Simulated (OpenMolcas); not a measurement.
An OpenMolcas run meant for As³⁺ (ANO-RCC-VDZP, X2C; inactive shells 1s 2s 2p 3s 3p 3d; intended active space 2 electrons in 4 orbitals (4s 4p)). One step of its input:

```
&CASPT2
Multistate=3 1 2 3
Frozen=3 6
IPEA=-0.1
Imaginary=0.1
MaxIter=60
WThr=0.0 0.3 0.05
PrWF=0.5
NoMix
```

The run finished. Its levels beside those of a sound run (MS-CASPT2, IPEA 0.25 Eh, imaginary shift 0.1 Eh (closed shells correlated: 3d)), in cm-1 above each run's lowest level:

```json
{"Level": "4s2 1S0", "This run": "0.0", "Usual run": "0.0"}
{"Level": "4s 4p 3P* 0", "This run": "74624", "Usual run": "74734"}
{"Level": "4s 4p 3P* 1", "This run": "75452", "Usual run": "75562"}
{"Level": "4s 4p 3P* 2", "This run": "77215", "Usual run": "77325"}
{"Level": "4s 4p 1P* 1", "This run": "114682", "Usual run": "115324"}
{"Level": "4p2 3P0", "This run": "181474", "Usual run": "181750"}
{"Level": "4p2 3P1", "This run": "182493", "Usual run": "182768"}
{"Level": "4p2 1S0", "This run": "214263", "Usual run": "214887"}
```

**Question.** Which setting is unsound, and how much does it matter here?

**Answer.** The IPEA shift is negative. Against the sound run the excited levels shown move by 310 cm-1 on average and by 640 cm-1 at most.

Over all roots computed the reference weight is 0.94 to 1.00 in the sound run, 0.89 to 1.00 in this run; the roots of lowest weight are the least certain, and an intruder state may touch them. The ¹D term of p² mixes with s d, which this space lacks. The basis is small and was not contracted for so high a charge. Levels of configurations outside the active space are missing.

* marks odd parity.
